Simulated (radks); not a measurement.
Results of a calculation; reference values are marked as such.
Charge is removed step by step from the 6s down level of La, starting from [Xe] 5d1 6s(up 1, down 1). Code: a radial shooting solver on a logarithmic mesh with Libxc functionals. Model: scalar-relativistic Kohn-Sham, PBE, spin-polarised, spherical densities, finite nucleus; open shells are filled with parallel spins first (spin-orbit coupling, left out, can overturn this in heavy ions); Fermi nuclear charge, rms radius 4.855 fm.

| removed (e) | E - E(0) (eV) | eigenvalue (eV) |
|---|---|---|
| 0 | 0.000 | -3.505 |
| 0.125 | 0.470 | -4.010 |
| 0.25 | 1.003 | -4.522 |
| 0.375 | 1.600 | -5.040 |
| 0.5 | 2.263 | -5.566 |
| 0.625 | 2.992 | -6.101 |
| 0.75 | 3.788 | -6.650 |
| 0.875 | 4.654 | -7.198 |

The mean slope of the eigenvalue, de/dn, is 4.22 eV per electron.
